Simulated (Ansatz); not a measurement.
Cartesian coordinates in Å:
```
C 2.180 -0.237 0.026
O 0.984 0.516 0.006
Si -0.481 -0.099 -0.354
C -1.761 1.214 -0.161
C -0.835 -1.483 0.846
N -1.034 -2.337 1.593
H 2.370 -0.708 -0.945
H 2.142 -1.015 0.795
H 3.002 0.442 0.252
H -0.489 -0.749 -1.688
H -2.756 0.808 -0.358
H -1.576 2.030 -0.864
H -1.746 1.618 0.853
```

Total charge 0; spin multiplicity 1.

Question: List the PBE0/def2-TZVPP orbital energies in eV (the Gaussian-basis code of Ansatz). (An estimate is asked.)

Answer: The calculation gave: Occupied: -1803.73, -523.18, -391.56, -279.78, -278.72, -278.30, -145.96, -100.66, -100.62, -100.58, -28.95, -25.37, -20.47, -19.55, -16.24, -14.11, -13.27, -13.09, -12.26, -11.87, -11.38, -10.42, -10.24, -9.91, -9.65, -9.24, -8.77. Lowest empty: -0.57, -0.24, 1.23, 1.44, 1.85, 2.07, 2.44, 2.69.
